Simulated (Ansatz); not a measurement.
C3H2, SMILES `[CH]C#C` (excited singlet) (charge 0, multiplicity 1). This singlet is an excited state, 0.57 eV above the relaxed triplet at the level B3LYP/cc-pVTZ // PBE0-D3(BJ)/def2-TZVP (Ansatz, a quantum-chemistry and plane-wave program).

All values below come from Ansatz with r2SCAN/cc-pVTZ // PBE0-D3(BJ)/def2-TZVP.

Ansatz 0.2 input:
```yaml
crystal:
  periodic: [false, false, false]
  atoms:
    - { symbol: C, position_ang: [-1.27073, -0.168066, 0.777046] }
    - { symbol: C, position_ang: [-0.002773, -0.129103, 0.562571] }
    - { symbol: C, position_ang: [1.259352, -0.374075, 0.553278] }
    - { symbol: H, position_ang: [-2.033919, 0.503961, 0.40512] }
    - { symbol: H, position_ang: [2.048077, 0.167287, 0.046662] }
basis:
  gaussian: { orbitals: cc-pVTZ }
hamiltonian:
  xc: r2scan
```

Output:

```
Functional definition: r2SCAN
612 factors; their error is unknown
mean field evaluation 1: about -3132.8845 eV, gradient 4.1e1 eV
mean field evaluation 2: about -3131.7155 eV, gradient 4.5e1 eV
mean field evaluation 4: about -3137.0193 eV, gradient 2.2e0 eV
mean field evaluation 8: about -3137.0350 eV, gradient 2.5e-1 eV
mean field evaluation 16: about -3137.0230 eV, gradient 5.5e-5 eV
mean field -3137.02297131 eV, -115.2834678450 hartree, gradient 5.5e-5 eV, S^2 0.000000; 0 other end points of the search recorded, 0 dependent functions left out
reference -3137.02297926 eV, -115.2834681371 hartree; 10, 10 occupied and 108, 108 virtual orbitals, 612 factors
Total energy: -3137.02297926 eV, -115.2834681371 hartree
```
